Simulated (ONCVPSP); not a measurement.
**Configuration tests for Sc (ONCV)**

```
Element                 : scandium
Generator               : ONCVPSP 4.0.1
Type                    : optimised norm-conserving Vanderbilt (ONCV)
Functional              : PBE
Relativity              : scalar-relativistic
Frozen core             : [Ne]
Valence charge          : 11
Reference configuration : 3s2 3p6 3d1 (charge +2)
Partial waves           : 3s: rc 1.65 bohr, ncon 5, nbas 9, qcut 6.7 1/bohr, local; 3p: rc 1.65 bohr, ncon 3, nbas 6, qcut 8.4 1/bohr, 2 projectors, debl 1.9 Ha; 3d: rc 2.45 bohr, ncon 4, nbas 9, qcut 6.4 1/bohr, 1 projector
Local potential         : the s channel
Core correction         : none
```

Energies are relative to the spin-unpolarised reference configuration 3s2 3p6 3d1; without spin polarisation the order of configurations can differ from experiment.

```
valence configuration  charge  ΔE all-electron (eV)  error AE − PS (meV)
      3s2 3p6 3d1 4s2       0               -19.665                 +580
      3s2 3p6 3d1 4s1      +1               -12.768                 +403
          3s2 3p6 3d0      +3                24.870                 +305
      3s2 3p6 3d1 4p2       0               -13.990                 -0.5
```
